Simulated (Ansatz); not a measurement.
Start from `FB1CN1` and change one atom or group to get `B1CN1`.

Ansatz, PBE0-D4/def2-TZVP geometries, multiplicity 1. 

```tsv
property	`FB1CN1`
size of the dipole moment (ωB97M-V/def2-TZVPP) / D	1.77
LUMO energy (PBE/def2-TZVPP) / eV	0.05
LUMO energy (B3LYP/def2-TZVPP) / eV	0.50
HOMO–LUMO gap (PBE/def2-TZVPP) / eV	6.45
HOMO energy (ωB97M-V/def2-TZVPP) / eV	-10.11
HOMO energy (PBE0/def2-TZVPP) / eV	-7.78
```

Task: What does the change do to each property? (Best estimate.)

Result: Computed: 
```csv
property,`B1CN1`,shift
size of the dipole moment (ωB97M-V/def2-TZVPP) / D,1.14,-0.63
LUMO energy (PBE/def2-TZVPP) / eV,-0.76,-0.81
LUMO energy (B3LYP/def2-TZVPP) / eV,-0.02,-0.52
HOMO–LUMO gap (PBE/def2-TZVPP) / eV,5.65,-0.80
HOMO energy (ωB97M-V/def2-TZVPP) / eV,-10.05,0.06
HOMO energy (PBE0/def2-TZVPP) / eV,-7.71,0.07
```

With PBE0 the HOMO rises by 0.07 eV and the LUMO falls by 0.61 eV, so the gap narrows by about 0.68 eV. PBE moves the HOMO by -0.01 eV and ωB97M-V by 0.06 eV. Dipoles are sizes alone; their direction can turn.

B3LYP here is the variant with VWN-RPA as its local correlation; programs differ in this.
